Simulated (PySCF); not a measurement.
# Correlation energy of Zr⁻ (zirconium, charge -1)

[Kr] 4d3 5s2, high-spin 4F determinant. Calculation: PySCF 2.14, in aug-cc-pwCVDZ-PP with ECP28MDF; scalar relativity through the core potential. Frozen: 4s2 4p6; 5 electrons correlated.

```tsv
level	correlation energy (mhartree)
CCSD	-71.36
(T)	-5.51
CCSD(T)	-76.87
```

Diagnostics: T1 = 0.15, D1 = 0.4445, largest double amplitude 0.097.

Task: Is a single reference adequate?

Result: Not fully. T1 exceeds 0.03, a sign that the reference determinant is poor.
